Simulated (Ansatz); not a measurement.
Relaxation of As3P2⁺ with RKS PBE-D4/def2-SVP.

```sh
$ ansatz run in.yaml --threads 4 --pin off --events-out ev --progress --plain --max-ram 8704MiB
```

```yaml
crystal:
  periodic: [false, false, false]
  atoms:
    - {symbol: P, position_ang: [0.124850, -1.260430, 0.980490]}
    - {symbol: P, position_ang: [-1.429830, -0.611650, -0.378340]}
    - {symbol: As, position_ang: [-0.389290, 1.061460, 0.955680]}
    - {symbol: As, position_ang: [-0.014820, 0.764180, -1.533040]}
    - {symbol: As, position_ang: [1.709100, 0.046440, -0.024790]}
basis:
  gaussian: {orbitals: def2-SVP}
total_charge: 1
hamiltonian: {xc: pbe, dispersion: d4}
scf: {lower_state_search: "off"}
output: {orbitals: {seedname: orbitals}}
relax: {f_tol: 0.02, max_steps: 100}
```

It took 6.5 s on 4 threads of Arm Neoverse V1 on a shared host.

Positions (Å) and forces (eV/Å) at steps 1, 2, 4, 5 of 5:

```xyz
5
step=1 energy=-201032.9256 eV
P     0.125   -1.260    0.980    0.210   -1.142    0.821
P    -1.430   -0.612   -0.378   -1.247   -0.536   -0.444
As   -0.389    1.061    0.956   -0.294    1.072    0.823
As   -0.015    0.764   -1.533    0.061    0.552   -1.105
As    1.709    0.046   -0.025    1.270    0.055   -0.094
5
step=2 energy=-201033.0630 eV
P     0.128   -1.284    0.999    0.111   -0.249    0.213
P    -1.460   -0.623   -0.385   -0.291   -0.073   -0.145
As   -0.407    1.086    0.986    0.056    0.153    0.000
As   -0.016    0.779   -1.574    0.124    0.063    0.020
As    1.756    0.042   -0.026   -0.001    0.106   -0.089
5
step=4 energy=-201033.0694 eV
P     0.131   -1.298    1.005   -0.010    0.007    0.016
P    -1.474   -0.628   -0.390    0.012   -0.010   -0.001
As   -0.400    1.095    0.982    0.005   -0.011   -0.008
As   -0.012    0.781   -1.570   -0.003    0.020   -0.001
As    1.755    0.050   -0.027   -0.004   -0.006   -0.006
5
step=5 energy=-201033.0695 eV
P     0.131   -1.297    1.008   -0.004    0.005   -0.003
P    -1.471   -0.629   -0.391   -0.002   -0.005    0.000
As   -0.400    1.094    0.981    0.001    0.001   -0.001
As   -0.013    0.784   -1.570    0.000    0.000    0.005
As    1.753    0.048   -0.028    0.004    0.000   -0.001
```

The structure comes from a short search, and lower isomers may exist.
